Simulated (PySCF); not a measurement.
Input file for PySCF: D3(BJ) and D4 dispersion corrections on H4OPbSi (SMILES [OH][Pb][SiH3]), a point of a torsion scan.

```python
from pyscf import gto
from pyscf.dispersion import dftd3, dftd4

mol = gto.M(
    atom='''
    O     2.46328639    0.04912430   -0.34514466
    Pb    1.24136234   -1.48416547    0.51053111
    Si   -1.04721572   -0.09386614    0.36434139
    H     2.13297538    0.89540586   -0.63131546
    H    -1.46787144    0.32134933   -0.97759816
    H    -2.21921289   -0.82593227    0.86669285
    H    -1.09156512    1.15957299    1.12432668
    ''',
    basis='def2-svp',
    charge=0, spin=0, verbose=0, max_memory=1800)
d3, d4 = {}, {}
for xc in ['hf', 'pbe', 'blyp', 'revpbe', 'tpss', 'r2scan', 'b3lyp', 'pbe0', 'bhlyp', 'camb3lyp', 'b2plyp']:
    d3[xc] = float(dftd3.DFTD3Dispersion(mol, xc=xc, version='d3bj', atm=False).get_dispersion()['energy'])
    print(f'D3(BJ) {xc:10s} {d3[xc]:14.8f} Eh')
for xc in ['hf', 'pbe', 'blyp', 'revpbe', 'tpss', 'r2scan', 'b3lyp', 'pbe0', 'bhlyp', 'camb3lyp', 'b2plyp']:
    d4[xc] = float(dftd4.DFTD4Dispersion(mol, xc={'camb3lyp': 'cam-b3lyp'}.get(xc, xc), atm=True).get_dispersion()['energy'])
    print(f'D4     {xc:10s} {d4[xc]:14.8f} Eh')
```

The log:

```
D3(BJ) hf            -0.04027374 Eh
D3(BJ) pbe           -0.00496777 Eh
D3(BJ) blyp          -0.01165124 Eh
D3(BJ) revpbe        -0.01141100 Eh
D3(BJ) tpss          -0.00663537 Eh
D3(BJ) r2scan        -0.00139510 Eh
D3(BJ) b3lyp         -0.00983816 Eh
D3(BJ) pbe0          -0.00470045 Eh
D3(BJ) bhlyp         -0.00903328 Eh
D3(BJ) camb3lyp      -0.00497462 Eh
D3(BJ) b2plyp        -0.00534677 Eh
D4     hf            -0.01635963 Eh
D4     pbe           -0.00525462 Eh
D4     blyp          -0.01108842 Eh
D4     revpbe        -0.01294376 Eh
D4     tpss          -0.00700123 Eh
D4     r2scan        -0.00116785 Eh
D4     b3lyp         -0.00862375 Eh
D4     pbe0          -0.00449921 Eh
D4     bhlyp         -0.00813063 Eh
D4     camb3lyp      -0.00471184 Eh
D4     b2plyp        -0.00362406 Eh
```

The run finished.

Cost: around 0.020 core-seconds (rough).
